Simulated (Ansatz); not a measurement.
Basis-set extrapolation for F₂H₅NO₂Si₂ (`O[Si](O)(F)N[SiH2]F`) (PBE0-D4/def2-TZVP geometry, frozen core, Ansatz). Multiplicity 1, RHF reference.

```json
{"": "HF", "def2-TZVPP": "-984.380566", "def2-QZVPP": "-984.419829"}
{"": "MP2 correlation", "def2-TZVPP": "-1.416394", "def2-QZVPP": "-1.539728"}
{"": "CCSD(T) correlation", "def2-TZVPP": "-1.489405", "def2-QZVPP": "not run"}
```

Energies in hartree. Use E(X) = E(∞) + A·exp(−7.88·√X) for Hartree–Fock and E(X) = E(∞) + B·X^(−2.97) for correlation, with X = 3 and 4, and add CCSD(T) minus MP2 of the smaller set to the MP2 limit.

**Question.** What is the CCSD(T) energy at the basis-set limit?

**Answer.** HF limit: -984.419829 + (-0.039263) × 0.13774 = -984.42524. MP2 limit: -1.539728 + (-0.123334) × 0.74074 = -1.63109. Higher-order term: -1.489405 − (-1.416394) = -0.07301. Total: -986.12934 hartree, 681.0 kJ/mol below CCSD(T)/def2-TZVPP.
